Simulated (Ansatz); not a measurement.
Species: H3SO4, charge 1, singlet. H3SO4+ (SMILES O=S(O)(O)=[OH+]).
B3LYP-D3(BJ)/def2-TZVP minimum from Ansatz (a program for electronic structure):
```
S
O 1 1.4001
O 1 1.5270 2 111.57
H 3 0.9790 1 116.70 2 -177.77
O 1 1.5342 2 118.38 3 -117.26
H 5 0.9794 1 115.24 2 -51.46
O 1 1.5469 2 115.10 3 122.75
H 7 0.9796 1 113.56 2 -30.82
```
Charge +1, spin multiplicity 1.

Total energies in cc-pV(D+d)Z, 32 correlated electrons, 9 frozen orbitals. Radicals and triplets start from unrestricted determinants; spin-orbit coupling is neglected. Cores are frozen in correlated methods. No relativity.

| method | program | energy (Eh) | minus CCSDT(Q) (mEh) |
|---|---|---|---|
| HF | Ansatz | -698.39592 | 928.12 |
| MP2 | Ansatz | -699.28375 | 40.29 |
| CCSD | Ansatz | -699.29538 | 28.66 |
| CCSD(T) | Ansatz | -699.32060 | 3.44 |
| CCSDT(Q) | Ansatz | -699.32404 | 0.00 |

Rough core times of Ansatz's runs on a shared machine: CCSD(T) under 20 s, CCSDT(Q) 2 h.
